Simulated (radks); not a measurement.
The mean radii <r> (bohr) of the occupied orbitals of an atom or ion are listed with their occupations. All-electron calculation, scalar-relativistic Kohn-Sham, PBE, spin-polarised, spherical densities, finite nucleus; Fermi nuclear charge, rms radius of each element as measured or else 0.836 A^(1/3) + 0.57 fm. Program: a radial shooting solver on a logarithmic mesh with Libxc functionals.

orbital  occ.      <r>
1s down     1  0.03428
1s up       1  0.03428
2s up       1   0.1496
2s down     1   0.1496
2p up       3   0.1304
2p down     3   0.1304
3s up       1   0.4152
3s down     1   0.4152
3p up       3   0.4162
3p down     3   0.4161
3d up       5   0.3986
3d down     5   0.3985
4s up       1    1.040
4s down     1    1.037
4p up       3    1.135
4p down     3    1.133
4d up       2    1.424
5s up       1    2.468
5s down     1    2.504

Name the element and its charge. Open shells, if any, are filled with parallel spins first.

Answer. Z = 43, technetium, charge +3: Tc3+ in [Kr] 4d2 5s2. The 1s radius gives Z: for a bare nucleus <r> = (2 gamma + 1)/(2Z) with gamma = sqrt(1 - (Z/c)^2), 0.03371 bohr for Z = 43, and screening makes it slightly larger (0.03428 here). The occupations add up to 40, and the charge is Z minus that.
